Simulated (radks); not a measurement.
All-electron atom: Re30+ in [Kr] 4d9. All-electron calculation, scalar-relativistic Kohn-Sham, r2SCAN, spin-polarised, spherical densities, finite nucleus; open shells are filled with parallel spins first (spin-orbit coupling, left out, can overturn this in heavy ions); meta-GGA in the generalised Kohn-Sham scheme; Fermi nuclear charge, rms radius 5.3698 fm. Program: a radial shooting solver on a logarithmic mesh with Libxc functionals. Some entries of the table are withheld. Estimate them.

orbital,occ.,eigenvalue (eV),<1/r> (bohr^-1),r(max) (bohr)
1s up,1,-72819.91,88.72,0.01124
1s down,1,-72819.90,88.72,0.01124
2s up,1,-13561.29,20.77,0.06451
2s down,1,-13559.81,20.77,0.06451
2p up,3,-11971.35,18.74,0.05304
2p down,3,-11970.19,18.74,0.05304
3s up,1,-3991.653,7.743,0.1816
3s down,1,-3991.364,7.743,0.1816
3p up,3,-3520.293,7.132,0.1799
3p down,3,-3519.865,7.132,0.1799
3d up,5,-2988.897,6.718,0.1468
3d down,5,-2987.890,6.717,0.1468
4s up,1,(1),3.527,0.3991
4s down,1,(2),3.526,0.3991
4p up,3,(3),3.272,0.4137
4p down,3,(4),3.270,0.4137
4d up,5,-1232.293,3.035,(5)
4d down,4,-1229.374,3.034,(6)

Answer. 
(1) 4s up eigenvalue (eV): -1606.227
(2) 4s down eigenvalue (eV): -1603.287
(3) 4p up eigenvalue (eV): -1438.059
(4) 4p down eigenvalue (eV): -1435.170
(5) 4d up r(max) (bohr): 0.4127
(6) 4d down r(max) (bohr): 0.4128
